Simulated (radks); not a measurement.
Au IV, 76 electrons, occupied as [Xe] 4f14 5d8. Method: Dirac Kohn-Sham, PBE, spin-unpolarised, spherical densities, finite nucleus; open shells are shared between the two j in proportion to 2j + 1; Fermi nuclear charge, rms radius 5.4371 fm; computed with a radial shooting solver on a logarithmic mesh with Libxc functionals.

X-ray form factor f0, the Fourier transform of the density (f0(0) = 76):

sin(theta)/lambda (1/angstrom),f0 (electrons)
0.05,75.317
0.1,73.379
0.15,70.477
0.2,66.984
0.25,63.244
0.3,59.522
0.4,52.696
0.5,46.959
0.6,42.179
0.8,34.532
1,28.516
1.25,22.827
1.5,18.975
2,14.777
